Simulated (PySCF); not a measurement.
The vertical singlet excitations below were computed for one of the candidates. Computed with TDDFT CAM-B3LYP/def2-SVPD, vertical, gas phase, core orbitals frozen in the response (PySCF). Geometries: GFN2-xTB, one conformer each.

```
state  λ (nm)       f
   S1   239.3  0.0070
   S2   206.4  0.0034
   S3   188.5   0.034
   S4   171.5   0.031
   S5   170.5   0.024
   S6   167.9   0.038
   S7   162.7   0.478
   S8   157.1   0.464
```

Triplets computed (Tamm–Dancoff): 4.75, 4.88, 5.34 eV.

Orbital energies (eV): HOMO-3 -10.80, HOMO-2 -10.63, HOMO-1 -9.78, HOMO -9.04, LUMO 0.08, LUMO+1 0.88, LUMO+2 1.05.

Question: Which candidate is it? All have the formula C4H9FOSi2.
A. `C[SiH2][C@H](F)C#C[SiH2]O`
B. `C#C[C@@](F)(C[SiH3])[SiH2]O`
C. `F[Si]1(O[SiH3])CC=CC1`

Answer: A. Its S1, at 5.18 eV, is the lowest among the candidates; the nearest of the others has S1 at 5.74 eV. S1 is HOMO→LUMO (81%). Löwdin shares by element: HOMO carbon 71% or more, silicon 8% or more (atoms not listed hold the other 21%); LUMO carbon 38% or more, silicon 18% or more, oxygen 9% (atoms not listed hold the other 35%). At the same level the other candidates give, for their lowest levels:
- `F[Si]1(O[SiH3])CC=CC1`: 180 nm (f 0.004); 171 nm (f 0.070); 170 nm (f 0.010); 168 nm (f 0.001); 167 nm (f 0.182); T1 4.49 eV; HOMO -8.55, LUMO 0.81 eV
- `C#C[C@@](F)(C[SiH3])[SiH2]O`: 216 nm (f 0.008); 189 nm (f 0.002); 181 nm (f 0.014); 174 nm (f 0.001); 169 nm (f 0.013); T1 5.16 eV; HOMO -8.96, LUMO 0.50 eV

The values belong to the conformer `[CH3:1][SiH2:2][C@H:3]([F:4])[C:5]#[C:6][SiH2:7][OH:8]`: C1–Si2–C3–F4 179°, H–O8–Si7–C6 -50°.
